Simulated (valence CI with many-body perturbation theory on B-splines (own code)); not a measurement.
Level structure of Sc XIV

Calculated by valence CI with perturbative core correlation (CI+MBPT): six valence electrons over a frozen Dirac-Fock core [He], radial functions for each j: 9 s, 9 p, 8 d, 6 f, 3 g, 1 h, with the one-electron correlation potential Σ1 (screened to all orders), the two-electron term Σ2, the three-electron term Σ3, Breit, model QED; selected single and double excitations, second order for the rest, scaled by the run's own slope (own B-spline code, finite nucleus).

No measured spectrum was set against this ion. As an estimate, levels of excited configurations hold to 0.05 to 0.15 % of their energy, terms of the ground configuration to about 0.5 %. Among the levels kept, up to 3000 cm⁻¹ of a level comes from second order outside the variational space, and about a tenth of that is noise between levels of different J, which matters for small intervals.

Levels 1 to 45 of 60, with energies above the lowest level, 2s2 2p4 3P_2. "Leading %" is the weight of the configuration and term that name the level; weights of strongly mixed levels are sums over their largest components and can fall short. In the jj column 3d3/2^4 stands for four electrons in 3d with j = 3/2.

| No. | Configuration | Term | J | E (eV) | Leading % | Leading jj | g |
| --- | --- | --- | --- | --- | --- | --- | --- |
| 1 | 2s2 2p4 | 3P | 2 | 0.00 | 96 | 2s^2 2p1/2^2 2p3/2^2 (83 %) | 1.480 |
| 2 | 2s2 2p4 | 3P | 1 | 3.87 | 100 | 2s^2 2p1/2 2p3/2^3 (100 %) | 1.499 |
| 3 | 2s2 2p4 | 3P | 0 | 4.38 | 94 | 2s^2 2p1/2^2 2p3/2^2 (56 %) |  |
| 4 | 2s2 2p4 | 1D | 2 | 12.16 | 96 | 2s^2 2p1/2 2p3/2^3 (83 %) | 1.017 |
| 5 | 2s2 2p4 | 1S | 0 | 24.35 | 92 | 2s^2 2p3/2^4 (56 %) |  |
| 6 | 2s 2p5 | 3P° | 2 | 82.42 | 100 | 2s 2p1/2^2 2p3/2^3 (100 %) | 1.499 |
| 7 | 2s 2p5 | 3P° | 1 | 85.51 | 99 | 2s 2p1/2 2p3/2^4 (58 %) | 1.495 |
| 8 | 2s 2p5 | 3P° | 0 | 87.39 | 100 | 2s 2p1/2 2p3/2^4 (100 %) |  |
| 9 | 2s 2p5 | 1P° | 1 | 113.29 | 99 | 2s 2p1/2^2 2p3/2^3 (58 %) | 1.001 |
| 10 | 2p6 | 1S | 0 | 191.86 | 97 | 2p1/2^2 2p3/2^4 (97 %) |  |
| 11 | 2s2 2p3 3s | 5S° | 2 | 471.97 | 96 | 2s^2 2p1/2 2p3/2^2 3s (50 %) | 1.988 |
| 12 | 2s2 2p3 3s | 3S° | 1 | 477.07 | 95 | 2s^2 2p1/2 2p3/2^2 3s (47 %) | 1.969 |
| 13 | 2s2 2p3 3s | 3D° | 1 | 487.24 | 88 | 2s^2 2p1/2 2p3/2^2 3s (50 %) | 0.587 |
| 14 | 2s2 2p3 3s | 3D° | 2 | 487.35 | 83 | 2s^2 2p1/2 2p3/2^2 3s (55 %) | 1.201 |
| 15 | 2s2 2p3 3s | 3D° | 3 | 488.31 | 99 | 2s^2 2p1/2 2p3/2^2 3s (99 %) | 1.332 |
| 16 | 2s2 2p3 3s | 1D° | 2 | 490.39 | 86 | 2s^2 2p1/2 2p3/2^2 3s (88 %) | 1.037 |
| 17 | 2s2 2p3 3p | 5P | 1 | 493.40 | 95 | 2s^2 2p1/2 2p3/2^2 3p1/2 (46 %) | 2.466 |
| 18 | 2s2 2p3 3p | 5P | 2 | 493.66 | 92 | 2s^2 2p1/2 2p3/2^2 3p1/2 (33 %) | 1.808 |
| 19 | 2s2 2p3 3p | 5P | 3 | 494.38 | 96 | 2s^2 2p1/2 2p3/2^2 3p3/2 (50 %) | 1.658 |
| 20 | 2s2 2p3 3s | 3P° | 0 | 496.22 | 97 | 2s^2 2p1/2 2p3/2^2 3s (97 %) |  |
| 21 | 2s2 2p3 3s | 3P° | 1 | 496.65 | 87 | 2s^2 2p1/2 2p3/2^2 3s (85 %) | 1.439 |
| 22 | 2s2 2p3 3s | 3P° | 2 | 498.26 | 80 | 2s^2 2p3/2^3 3s (80 %) | 1.435 |
| 23 | 2s2 2p3 3p | 3P | 1 | 498.37 | 91 | 2s^2 2p1/2^2 2p3/2 3p3/2 (49 %) | 1.486 |
| 24 | 2s2 2p3 3p | 3P | 2 | 498.88 | 92 | 2s^2 2p1/2 2p3/2^2 3p3/2 (47 %) | 1.504 |
| 25 | 2s2 2p3 3p | 3P | 0 | 499.14 | 98 | 2s^2 2p1/2 2p3/2^2 3p3/2 (79 %) |  |
| 26 | 2s2 2p3 3s | 1P° | 1 | 500.12 | 83 | 2s^2 2p3/2^3 3s (68 %) | 0.997 |
| 27 | 2s2 2p3 3p | 3D | 1 | 506.14 | 46 | 2s^2 2p1/2 2p3/2^2 3p1/2 (43 %) | 0.819 |
| 28 | 2s2 2p3 3p | 3D | 2 | 507.78 | 74 | 2s^2 2p1/2 2p3/2^2 3p1/2 (55 %) | 1.074 |
| 29 | 2s2 2p3 3p | 3D | 3 | 508.77 | 66 | 2s^2 2p1/2 2p3/2^2 3p1/2 (56 %) | 1.252 |
| 30 | 2s2 2p3 3p | 1P | 1 | 508.97 | 48 | 2s^2 2p1/2 2p3/2^2 3p3/2 (71 %) | 0.781 |
| 31 | 2s2 2p3 3p | 3F | 2 | 509.24 | 67 | 2s^2 2p1/2 2p3/2^2 3p3/2 (24 %) | 0.822 |
| 32 | 2s2 2p3 3p | 3F | 3 | 510.11 | 53 | 2s^2 2p1/2 2p3/2^2 3p3/2 (59 %) | 1.182 |
| 33 | 2s2 2p3 3p | 3F | 4 | 510.89 | 99 | 2s^2 2p1/2 2p3/2^2 3p3/2 (99 %) | 1.249 |
| 34 | 2s2 2p3 3p | 1F | 3 | 510.89 | 86 | 2s^2 2p1/2 2p3/2^2 3p3/2 (47 %) | 1.024 |
| 35 | 2s2 2p3 3p | 3P | 1 | 515.24 | 53 | 2s^2 2p1/2 2p3/2^2 3p3/2 (49 %) | 1.671 |
| 36 | 2s2 2p3 3p | 3P | 0 | 515.53 | 96 | 2s^2 2p1/2^2 2p3/2 3p3/2 (65 %) |  |
| 37 | 2s2 2p3 3p | 3P | 2 | 516.90 | 93 | 2s^2 2p1/2 2p3/2^2 3p1/2 (46 %) | 1.476 |
| 38 | 2s2 2p3 3p | 3D | 1 | 518.00 | 78 | 2s^2 2p1/2 2p3/2^2 3p1/2 (88 %) | 0.615 |
| 39 | 2s2 2p3 3p | 3D | 2 | 518.66 | 56 | 2s^2 2p3/2^3 3p1/2 (36 %) | 1.095 |
| 40 | 2s2 2p3 3p | 3S | 1 | 518.97 | 49 | 2s^2 2p1/2 2p3/2^2 3p3/2 (66 %) | 1.691 |
| 41 | 2s2 2p3 3p | 1D | 2 | 519.54 | 42 | 2s^2 2p1/2 2p3/2^2 3p3/2 (84 %) | 1.180 |
| 42 | 2s2 2p3 3p | 3D | 3 | 520.32 | 82 | 2s^2 2p3/2^3 3p3/2 (77 %) | 1.295 |
| 43 | 2s2 2p3 3d | 5D° | 0 | 520.84 | 97 | 2s^2 2p1/2 2p3/2^2 3d3/2 (51 %) |  |
| 44 | 2s2 2p3 3d | 5D° | 1 | 520.85 | 97 | 2s^2 2p1/2 2p3/2^2 3d3/2 (47 %) | 1.493 |
| 45 | 2s2 2p3 3d | 5D° | 2 | 520.85 | 96 | 2s^2 2p1/2 2p3/2^2 3d3/2 (38 %) | 1.491 |

Names give the largest LS component (configuration and term), which can be under half, so a name can repeat, a term be missing and a line seem to break the LS rules; names also repeat where a configuration has a term twice.

The ionisation energy to 2s2 2p3 4S°_3/2 of the next ion comes out as 832.37 eV (NIST: 833.2 ± 1.4 eV (semi-empirical)). All 60 levels together are meant to be complete up to 536.20 eV.
